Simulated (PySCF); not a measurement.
Gas-phase reaction: 3 B₂O₃ + 6 H₂ → 2 B₃O₃H₃ + 3 H₂O

Energies from PySCF, thermal terms from the rigid-rotor harmonic-oscillator model, ideal gas at 1 bar. Table values come from the NASA 1993 polynomials. After a fit of one offset per element over all species, the range-separated, M06-2X, PBE0/def2-QZVP and CCSD(T)/def2-TZVPP enthalpies, where run, lie to one side of the table for B₃O₃H₃ (+31 kJ/mol): a fault of the table's entry, another state or a shared error of the levels is possible; this was not checked at source. † marks an energy on the PBE0/def2-TZVP geometry and frequencies; other levels use their own. CCSD(T) freezes the core. 6-31G* has spherical d functions here. All species are closed-shell singlets. For this reaction the table lies outside the span of B3LYP, CCSD(T), M06-2X, MP2, PBE0, r2SCAN, ωB97M-V, ωB97X-V in their largest bases here; which side is off was not settled. CCSD(T) isn't extrapolated to the basis-set limit. The table's entry may be an old estimate for B₂O₃, B₃O₃H₃ (not checked at source). Warning, point group unlike the PBE0 one: B₂O₃ (PBE/def2-SVP).

```csv
level,"ΔH°(298 K), kJ"
table,-652.6
CCSD(T)/def2-SVP†,-448.7
HF/6-31G*,___
HF/def2-TZVP†,-620.5
PBE/def2-SVP,-438.4
PBE/def2-TZVP†,___
PBE0/def2-SVP†,-562.6
LDA/def2-TZVP†,___
ωB97M-V/def2-TZVP†,-542.5
ωB97X-V/def2-TZVP†,___
```

Question: Some entries are withheld; supply them.

Answer: 
- HF/6-31G*, ΔH°(298 K), kJ: -567.6
- PBE/def2-TZVP†, ΔH°(298 K), kJ: -460.2
- LDA/def2-TZVP†, ΔH°(298 K), kJ: -655.1
- ωB97X-V/def2-TZVP†, ΔH°(298 K), kJ: -580.8
